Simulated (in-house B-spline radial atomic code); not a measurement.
PBE hybrid excitations of Cu⁺

Method: PBE hybrid with 0.6 exact exchange. Computed with an all-electron radial atomic-structure program (B-spline basis): linear response of the closed shell [Ar] 3d10 with the functional's adiabatic kernel; scalar-relativistic (spin-free one-electron X2C), finite nucleus, no spin-orbit coupling, no double excitations, S, P, D and F terms only. Only terms of natural parity with L up to 3 were computed.

Command:
```bash
python run_td.py task.json out
```
Settings (radii: box in bohr, nucleus in fm):
```
Z                        29
electrons                28
configuration            [Ar] 3d10
hamiltonian              x2c
method                   pbeh
box_radius               41.61
exact_exchange_fraction  0.6
rms_radius               3.8823
intervals                75
```

Time taken, with all properties: 1.7 s on 1 thread of Intel(R) Xeon(R) Platinum 8488C (Sapphire Rapids), with other jobs on the host.

The lowest states, in the order of their Tamm-Dancoff energies; the method's threshold (minus the highest occupied level) is 19.029 eV. Labels give the largest channel, * marks a mixed state, and oscillator strengths are full-response dipole values. Semilocal kernels can invert the small singlet-triplet splittings of Rydberg terms. Energies in eV:

| state | full response | Tamm-Dancoff | oscillator strength |
| --- | --- | --- | --- |
| 3d → 4s 3D | 3.191 | 3.244 | - |
| 3d → 4s 1D | ? | ? | - |
| 3d → 4p 3P | ? | ? | - |
| 3d → 4p 3F | 9.013 | 9.044 | - |
| 3d → 4p 1F | 9.258 | 9.264 | - |
| 3d → 4p 1P | 9.821 | 9.902 | 0.385 |
| 3d → 5s 3D | 13.673 | 13.678 | - |
| 3d → 5s 1D | 13.757 | 13.759 | - |
| 3d → 4d 3S | 14.322 | 14.372 | - |
| 3d → 4d 3D | 14.658 | 14.673 | - |
| 3d → 4d 1D | 14.803 | 14.808 | - |
| 3d → 5p 3P | 15.019 | 15.025 | - |
| 3d → 5p 3F | 15.068 | 15.073 | - |
| 3d → 5p 1F | 15.117 | 15.118 | - |
| 3d → 5p 1P | 15.211 | 15.226 | 0.0354 |
| 3d → 4d 1S | 15.356 | 15.435 | - |

(1) Where does 3d → 4s 1D lie?

(2) Where does 3d → 4p 3P lie?

(3) How large is the singlet-triplet splitting of 3d → 4s (D terms) in Tamm-Dancoff?

(4) What polarisabilities and dispersion coefficient does the method give?

Results:

(1) At 3.802 eV in full response, 3.819 eV in Tamm-Dancoff.

(2) At 8.784 eV in full response, 8.822 eV in Tamm-Dancoff.

(3) 0.575 eV, from the unrounded values.

(4) Dipole 6.041 bohr³, quadrupole 36.68 bohr⁵, C6 19.8 hartree·bohr⁶ for two such species.
